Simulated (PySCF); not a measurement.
Basis and Hamiltonian dependence of the excitation energy of I²⁺

I²⁺ [Kr] 4d10 5s2 5p3 (4S) → I²⁺ [Kr] 4d10 5s1 5p4, s spin flipped. All values are computed (PySCF 2.14, energy differences of UHF-based or UKS calculations, no spin-orbit coupling). Values in eV.

```json
{"basis": "def2-TZVPPD with the def2 core potential (28 electrons)", "Hamiltonian": "ECP", "functions": "59", "UHF": "16.491", "LDA": "13.238", "PBE0": "14.080", "MP2 (valence)": "14.885"}
{"basis": "x2c-TZVPPall", "Hamiltonian": "spin-free X2C", "functions": "60", "UHF": "16.510", "LDA": "13.107", "PBE0": "14.014", "MP2 (valence)": "14.970"}
{"basis": "aug-cc-pVTZ-PP with one added diffuse shell each of d, f type with ECP28MDF", "Hamiltonian": "ECP", "functions": "67", "UHF": "16.498", "LDA": "13.226", "PBE0": "14.077", "MP2 (valence)": "14.880"}
{"basis": "aug-cc-pVTZ-DK3", "Hamiltonian": "spin-free X2C", "functions": "68", "UHF": "16.488", "LDA": "13.093", "PBE0": "13.989", "MP2 (valence)": "14.880"}
{"basis": "x2c-TZVPPall with one added diffuse shell each of s, p, d, f type", "Hamiltonian": "spin-free X2C", "functions": "76", "UHF": "16.506", "LDA": "13.096", "PBE0": "14.002", "MP2 (valence)": "14.957"}
{"basis": "aug-cc-pVQZ-DK3", "Hamiltonian": "spin-free X2C", "functions": "102", "UHF": "16.476", "LDA": "13.085", "PBE0": "13.981", "MP2 (valence)": "14.801"}
{"basis": "aug-cc-pwCVTZ-DK3", "Hamiltonian": "spin-free X2C", "functions": "109", "UHF": "16.467", "LDA": "13.073", "PBE0": "13.971", "MP2 (valence)": "14.853"}
{"basis": "x2c-QZVPPall", "Hamiltonian": "spin-free X2C", "functions": "112", "UHF": "16.469", "LDA": "13.077", "PBE0": "13.974", "MP2 (valence)": "14.802"}
{"basis": "aug-cc-pV5Z-PP with ECP28MDF", "Hamiltonian": "ECP", "functions": "139", "UHF": "16.491", "LDA": "13.215", "PBE0": "14.068", "MP2 (valence)": "14.770"}
```

Frozen in the all-electron rows: valence: [Kr] 4d10; with a core potential, the same shells as far as they lie outside it.

In the upper determinant the s electron has its spin opposite to the other open shell, which mixes two multiplicities.
